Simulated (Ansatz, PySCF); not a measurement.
H₅NO₃Ti, SMILES [Ti]([OH])([OH])([OH])[NH2], multiplicity 1.

The structure is a stationary point at B3LYP-D3(BJ)/def2-SVP. The spin state was assumed, not searched. The structure was generated by enumeration; whether it is a known compound was not checked. The values are those of a single conformer.

Vertical ionisation energy (IE) and electron affinity (EA) in eV. Rows of orbital energies are one-electron estimates. Where ΔSCF, EOM or ADC give a negative EA the extra electron is unbound and the value depends on the basis.

```tsv
level	IE	EA
−ε(HOMO), −ε(LUMO), CAM-B3LYP/def2-TZVP (PySCF)	8.85	-0.08
−ε(HOMO), −ε(LUMO), PBE/def2-TZVP (PySCF)	5.96	2.04
ΔSCF, CAM-B3LYP/def2-SVPD (Ansatz), final states of multiplicity 2 and 2	9.72	-0.36
ΔSCF, PBE/def2-SVPD (Ansatz), final states of multiplicity 2 and 2	9.34	-0.45
```

Question: What vertical singlet–triplet gap does ΔSCF give with CAM-B3LYP/def2-SVPD (Ansatz, a program for electronic structure) and with PBE/def2-SVPD (Ansatz)? (Estimate from the structure and the level; the computed values follow.)

Answer: 4.27 and 4.53 eV (triplet above singlet where positive).
